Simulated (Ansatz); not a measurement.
A single point on AlBrFH3Sn.

```yaml
crystal:
  periodic: [false, false, false]
  atoms:
    - {symbol: F, position_ang: [-1.790857, -1.984072, 0.257915]}
    - {symbol: Sn, position_ang: [-1.154798, -0.192835, 0.587690]}
    - {symbol: Al, position_ang: [1.464549, 0.312488, 0.032166]}
    - {symbol: Br, position_ang: [0.024931, 0.435218, -1.915127]}
    - {symbol: H, position_ang: [-2.658790, 0.629949, 0.379510]}
    - {symbol: H, position_ang: [1.868365, 1.747329, 0.545537]}
    - {symbol: H, position_ang: [2.308101, -1.016176, 0.066608]}
basis:
  gaussian: {orbitals: def2-TZVPP}
hamiltonian: {xc: pbe}
correlation: {method: rpa}
```

```sh
$ ansatz run in.yaml --threads 4 --pin off --events-out ev --progress --plain
```

It prints (some lines left out):

```
Functional definition: PBE
  name "PBE"
  cite "Perdew, Burke & Ernzerhof, Phys. Rev. Lett. 77, 3865 (1996) doi:10.1103/PhysRevLett.77.3865"
  parent pbe
  parameter kappa = 0.804
  parameter beta = 0.06672455060314922
  exchange = pbe_x(kappa = kappa, mu = beta*pi^2/3)
  correlation = pbe_c(beta = beta)
1484 factors; integrals over basis functions are off by at most 1.4e-3 eV
mean field evaluation 1: about -85223.5253 eV, gradient 4.6e1 eV
mean field evaluation 2: about -85223.5182 eV, gradient 4.6e1 eV
mean field evaluation 4: about -85226.6488 eV, gradient 1.5e1 eV
mean field evaluation 8: about -85227.3683 eV, gradient 4.8e-1 eV
mean field evaluation 16: about -85227.3681 eV, gradient 1.3e-4 eV
mean field -85227.36811658 eV, -3132.0480090994 hartree, gradient 2.1e-6 eV, S^2 0.000000; 0 other end points of the search recorded, 0 dependent functions left out
19 core orbitals not correlated: weight in the atoms' cores, before any rotation towards them, 1.000 or more for the frozen orbitals, at most 0.000 for the correlated occupied ones
reference -85142.71958357 eV, -3128.9372328879 hartree; 22, 22 occupied and 172, 172 virtual orbitals, 1484 factors
Total energy: -85181.38907786 eV, -3130.3583105920 hartree
```

It took 6.5 s on 4 threads of a server CPU on a shared host, with 0.51 GiB of host memory at the peak.
